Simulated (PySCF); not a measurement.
**Nuclear quadrupole coupling in `CO/C(F)=C/CC(F)(F)F`**

Species: C₅H₆F₄O.
Structure used (GFN2-xTB), in Å, numbered top down from 1:
```xyz
16
C5H6F4O angstrom
C      3.1511    0.0101    0.1357
O      1.9071    0.5766    0.5183
C      0.8228    0.2175   -0.1676
F      1.0517   -0.6383   -1.1857
C     -0.4017    0.6675    0.0815
C     -1.6106    0.2490   -0.6965
C     -2.5859   -0.5006    0.1971
F     -3.0004    0.2363    1.2379
F     -2.0583   -1.6214    0.7073
F     -3.6917   -0.8680   -0.4712
H      3.8874    0.4520    0.8025
H      3.1436   -1.0761    0.2584
H      3.3945    0.2554   -0.9015
H     -0.5368    1.3452    0.9062
H     -2.1420    1.1180   -1.0930
H     -1.3384   -0.4140   -1.5190
```

Field gradients from the PBE0/pcSseg-1 density (PySCF, non-relativistic), principal values in atomic units, ordered |Vxx| ≤ |Vyy| ≤ |Vzz|:

```tsv
atom	Vxx	Vyy	Vzz
O2	-0.2778	-1.6623	1.9401
```

Find the asymmetry η = (Vxx − Vyy)/Vzz and the couplings χ = eQV/h (234.96 MHz × Q in barn × V in au), with Q(17O) = −0.0256 b.

| atom | environment | nucleus | η | χzz (MHz) | χxx (MHz) | χyy (MHz) |
| --- | --- | --- | --- | --- | --- | --- |
| O2 | ether oxygen | 17O | 0.71 | -11.67 | 1.67 | 10.00 |

What is Vzz at O2 in SI units (1 au = 9.71736 × 10²¹ V/m²)?

1.9401 au = 18.852 × 10²¹ V/m².

Were the hydrogens deuterons (Q(2H) = 0.00286 b), χzz would run from 196 kHz (H13 and H12) to 226 kHz (H14).

Geometry: GFN2-xTB, one conformer, isolated molecule. GFN2-xTB bond lengths can be off by several hundredths of an ångström, more for odd bonds, and the gradients follow them. A larger basis could move these couplings by a tenth or more.
